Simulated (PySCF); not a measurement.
## One molecule, a ladder of functionals, a line

Molecule: `InChI=1S/H7NOSi2/c1-3-4-2/h2H,1,3-4H2`.

Mapped SMILES: `[NH2:1][SiH2:2][SiH2:3][OH:4]` (H(Xn): hydrogen on atom n).

GIAO shieldings (ppm, equivalent atoms averaged) in PySCF on the PBE0-D3(BJ)/def2-SVP geometry, basis pcSseg-2, gas phase, non-relativistic:

| functional | exact exchange (%) | σ(Si3) | σ(Si2) |
| --- | --- | --- | --- |
| BLYP | 0 | 339.8 | 369.2 |
| BP86 | 0 | 349.5 | 380.3 |
| PBE | 0 | 350.6 | 381.8 |
| B3LYP | 20 | 353.9 | 382.2 |
| mPW1PW91 | 25 | 366.9 | 395.8 |
| BHandHLYP | 50 | 374.9 | 400.9 |
| HF | 100 | 413.9 | 435.6 |

(1) Fit each shielding as a line in the percentage of exact exchange.

(2) What does the line predict for PBE0 (25 %), and what does the run give?

Results:

(1) σ(Si3) = 345.8 + 0.66 x (rms 4.5 ppm); σ(Si2) = 376.2 + 0.58 x (rms 5.0 ppm). The functionals also differ in their semilocal parts, which the line can't hold; Hartree–Fock has no correlation at all.

(2) σ(Si3): 362.3 predicted, 368.0 computed; σ(Si2): 390.7 predicted, 397.3 computed ppm.
